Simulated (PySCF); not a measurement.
How methods differ on the excitation energy of Sb⁺

Sb⁺ [Kr] 4d10 5s2 5p2 (3P) → Sb⁺ [Kr] 4d10 5s1 5p2 5d1 (high-spin determinant), as a difference of total energies. Calculation: PySCF 2.14, in aug-cc-pVTZ-PP with one added diffuse shell each of d, f type with ECP28MDF (6s5p5d3f, 67 functions); scalar relativity through the core potential. Correlated levels: valence: 4s2 4p6 4d10 frozen. The calculations carry no spin-orbit coupling.

| method | excitation energy (eV) |
| --- | --- |
| UHF | 14.457 |
| LDA | 16.575 |
| PBE | 16.153 |
| PBE0 | 15.959 |
| BLYP | 16.531 |
| wB97M-V | 16.212 |
| B2PLYP | 16.069 |
| BHandHLYP | 16.228 |
| MP2 (valence) | 15.248 |
| SCS-MP2 (valence) | 15.623 |

Task: How much does correlation contribute at MP2 (valence)?

Result: 15.248 − (14.457) = 0.791 eV, measured against UHF.

The promoted electron is Rydberg-like, and one or two diffuse shells describe it only roughly, which tends to raise the upper state.

The determinant of the upper state mixes LS terms, which raises its energy above the lowest term, most at the Hartree-Fock and MP2 levels.
